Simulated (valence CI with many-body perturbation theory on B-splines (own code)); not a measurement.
**Cs²²⁺: one-electron terms**

Level of theory: valence CI with perturbative core correlation (CI+MBPT): five valence electrons over a frozen Dirac-Fock core [Ar] 3d10, radial functions for each j: 11 s, 11 p, 10 d, 8 f, 5 g, 2 h, with the one-electron correlation potential Σ1, the two-electron term Σ2, the three-electron term Σ3, Breit, model QED; selected CI, second order for the rest, scaled by the run's own slope (own B-spline code, finite nucleus).

No measured levels were compared; by estimate levels hold to about 250 cm⁻¹ or 0.2 % of their energy and the worst to 1 %, as in measured heavy ions of charge 2 to 7; those with d or f electrons hold less well. Among the levels kept, up to 2100 cm⁻¹ of a level comes from second order outside the variational space, and about a tenth of that is noise between levels of different J, which matters for small intervals.

These are the spectroscopic orbitals of the CI (the correlating ones are not listed), shaped by the core and the other valence electrons. h is the expectation value of the core's Dirac-Fock operator, without the valence repulsion; Σ1 is computed up to l = 3 at one energy for each symmetry, that of its lowest orbital but kept below the first core excitation, so for empty shells it is not the orbital's own correlation shift; Breit and QED include the response of the core.

| Orbital | h (hartree) | Σ1 (cm⁻¹) | Breit (cm⁻¹) | QED (cm⁻¹) | ⟨r⟩ (bohr) |
| --- | --- | --- | --- | --- | --- |
| 4s1/2 | -33.594 | -12133 | 3436 | 2594 | 0.6316 |
| 5s1/2 | -19.572 | -4054 | 1433 | 1093 | 1.103 |
| 6s1/2 | -12.819 | -1886 | 719 | 555 | 1.709 |
| 7s1/2 | -9.052 | -1051 | 417 | 323 | 2.443 |
| 8s1/2 | -6.7328 | -650 | 264 | 204 | 3.306 |
| 9s1/2 | -5.2035 | -431 | 177 | 138 | 4.300 |
| 4p1/2 | -31.559 | -12206 | 5308 | -77.6 | 0.6400 |
| 5p1/2 | -18.605 | -4158 | 2235 | -31.3 | 1.132 |
| 6p1/2 | -12.295 | -1990 | 1157 | -16.0 | 1.754 |
| 7p1/2 | -8.7359 | -1126 | 680 | -9.3 | 2.505 |
| 8p1/2 | -6.5279 | -703 | 434 | -5.9 | 3.385 |
| 9p1/2 | -5.0632 | -470 | 294 | -4.0 | 4.396 |
| 4p3/2 | -30.807 | -11213 | 3301 | 177 | 0.6574 |
| 5p3/2 | -18.265 | -3923 | 1396 | 76.3 | 1.154 |
| 6p3/2 | -12.112 | -1899 | 762 | 40.1 | 1.782 |
| 7p3/2 | -8.6265 | -1081 | 450 | 23.7 | 2.537 |
| 8p3/2 | -6.4572 | -678 | 288 | 15.2 | 3.423 |
| 9p3/2 | -5.0149 | -454 | 195 | 10.3 | 4.439 |
| 4d3/2 | -27.5 | -11550 | 2014 | -145 | 0.6670 |
| 5d3/2 | -16.717 | -4141 | 888 | -61.5 | 1.200 |
| 6d3/2 | -11.271 | -2078 | 481 | -32.9 | 1.856 |
| 7d3/2 | -8.118 | -1206 | 291 | -19.7 | 2.642 |
| 8d3/2 | -6.1262 | -766 | 189 | -12.7 | 3.558 |
| 4d5/2 | -27.347 | -11230 | 1164 | -62.8 | 0.6718 |
| 5d5/2 | -16.645 | -4038 | 498 | -25.8 | 1.206 |
| 6d5/2 | -11.232 | -2028 | 270 | -13.5 | 1.863 |
| 7d5/2 | -8.0939 | -1178 | 162 | -8.0 | 2.650 |
| 8d5/2 | -6.1104 | -749 | 105 | -5.2 | 3.567 |
| 4f5/2 | -23.825 | -10617 | 514 | -59.3 | 0.6563 |
| 5f5/2 | -15.091 | -3532 | 244 | -29.7 | 1.229 |
| 6f5/2 | -10.396 | -1743 | 134 | -17.0 | 1.920 |
| 7f5/2 | -7.59 | -1009 | 81.6 | -10.5 | 2.740 |
| 4f7/2 | -23.801 | -10415 | 90.3 | -38.3 | 0.6577 |
| 5f7/2 | -15.076 | -3458 | 43.1 | -19.1 | 1.231 |
| 6f7/2 | -10.387 | -1706 | 24.2 | -10.8 | 1.922 |
| 7f7/2 | -7.584 | -989 | 14.8 | -6.7 | 2.743 |
| 5g7/2 | -14.416 |  | 7.3 | -3.7 | 1.156 |
| 6g7/2 | -10.01 |  | 6.8 | -2.7 | 1.864 |
| 7g7/2 | -7.3485 |  | 5.1 | -1.9 | 2.702 |
| 5g9/2 | -14.411 |  | -8.2 | 0.4 | 1.157 |
| 6g9/2 | -10.007 |  | -7.3 | -0.3 | 1.864 |
| 7g9/2 | -7.3465 |  | -5.5 | -0.4 | 2.703 |
| 6h9/2 | -9.9213 |  |  |  | 1.687 |
| 6h11/2 | -9.9193 |  |  |  | 1.688 |

Among the shells of the start configuration 4s2 4p3, Σ1 is largest in size for 4p1/2, where it is 0.18 % of h.

Lowest root of each symmetry, sizes in configuration state functions:

```tsv
J	Parity	Roots	Reference	Variational	Second order	Change by selected CI (cm⁻¹)	Change by second order (cm⁻¹)
1/2	even	9	69	31998	1180925	-10235	-156
3/2	even	12	115	31992	2244238	-9133	-480
5/2	even	11	126	32000	2956458	-8119	-544
7/2	even	6	101	31931	2752743	-10490	-698
9/2	even	3	69	31798	2466209	-11001	-605
1/2	odd	22	105	31989	1380862	-8766	-398
3/2	odd	35	179	31975	2778710	-7067	-659
5/2	odd	35	198	31679	3723769	-6638	-1162
7/2	odd	28	177	31754	4386118	-9746	-868
9/2	odd	15	127	31989	4277996	-10305	-742
11/2	odd	5	76	32013	3485982	-12374	-887
```
